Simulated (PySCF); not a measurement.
Compound: C2H7AlFN.
Cartesian coordinates in Å at the PBE0-D3(BJ)/def2-SVP level; atoms count from 1:
```xyz
12
C2H7AlFN angstrom
C     -0.8820   -1.1048   -0.0488
N      0.0624   -0.0173    0.0016
C     -0.5532    1.2865   -0.0494
Al     1.8115   -0.2747    0.1222
F      2.7760    1.0849    0.1620
H     -1.4811   -1.0898   -0.9808
H     -0.3663   -2.0778   -0.0049
H     -1.5983   -1.0718    0.7959
H     -1.1409    1.4281   -0.9777
H     -1.2463    1.4484    0.7998
H      0.2100    2.0785   -0.0128
H      2.4455   -1.7130    0.1867
```

Method: PySCF, PBE0-D3(BJ)/def2-SVP geometry optimisation, gas phase.

(1) Which atoms are bound to Al4, and at what distances?

(2) List the angles at Al4.

(3) What is the shape at Al4?

(4) What are the other bond lengths?

(5) Give some angles away from the centre.

(6) What are the rotational constants (commonest isotopes, rigid rotor)?

Answers

(1) 3 atoms: H12 1.573 Å, F5 1.667 Å, N2 1.772 Å. The nearest atom not counted as bound is C1, at 2.82 Å (others tie with it).

(2) 
```csv
angle,degrees,distance of the outer atoms (Å)
N2–Al4–H12,122.2,2.93
F5–Al4–H12,120.8,2.82
N2–Al4–F5,117.0,2.93
```

(3) Planar: angles 122.2°, 120.8° and 117.0°, sum 360.0°, 0.00 Å off the plane of its three neighbours.

(4) C1–N2, N2–C3 1.442 Å; C1–H6 and 5 like bonds 1.106 Å.

(5) C1–N2–C3 113.6°, C1–N2–Al4 122.7°.

(6) A = 7202, B = 2530, C = 1918 MHz: an asymmetric top.

Point group: Cs (every atom within 0.08 Å of its image). Charge 0, singlet. PBE0-D3(BJ)/def2-SVP frequencies: not computed here.

Time: 60 s wall; peak memory 0.45 GiB. Hardware: Arm Neoverse V1, one thread, no GPU, shared host. These figures are those of the optimisation.
